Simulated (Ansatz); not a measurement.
Two isomers of C2H6S2Si: A = `CS[Si]SC`, B = `CC1(S)[SiH2]S1`.

Program: Ansatz. Geometries: PBE0-D4/def2-TZVP. ΔE: electronic, gas phase. CBS: MP2 limit from def2 TZ/QZ plus the TZ coupled-cluster correction, frozen cores. Functionals use def2-TZVPP. B3LYP here is the variant with VWN-RPA as its local correlation; programs differ in this. Each species was taken in one conformer, which may not be the lowest.

Question: Which is lower in electronic energy at CCSD(T)/CBS, and by how much? (Estimate.)

Answer: Ansatz gave: A, by 13.6 kcal/mol.

Question: Give E(B) − E(A) in kcal/mol with B2PLYP, HF/def2-TZVPP, MP2/def2-TZVPP, r2SCAN-D4, ωB97M-V, PBE-D4, B3LYP-D4. (Estimate.)

Answer: Computed: B2PLYP 15.3, HF/def2-TZVPP 14.9, MP2/def2-TZVPP 9.7, r2SCAN-D4 13.7, ωB97M-V 15.0, PBE-D4 16.8, B3LYP-D4 18.0. None reverses the order clearly.

Largest T1 diagnostic: 0.015.

From PBE to PBE0 (25 % exact exchange), in def2-TZVPP and without D4, E(B) − E(A) moves by −2.6 kcal/mol. In def2-TZVPP, CCSD(T) changes the Hartree–Fock value by −1.3 kcal/mol (the triples alone add +0.1 kcal/mol) and MP2 by −5.3 kcal/mol.
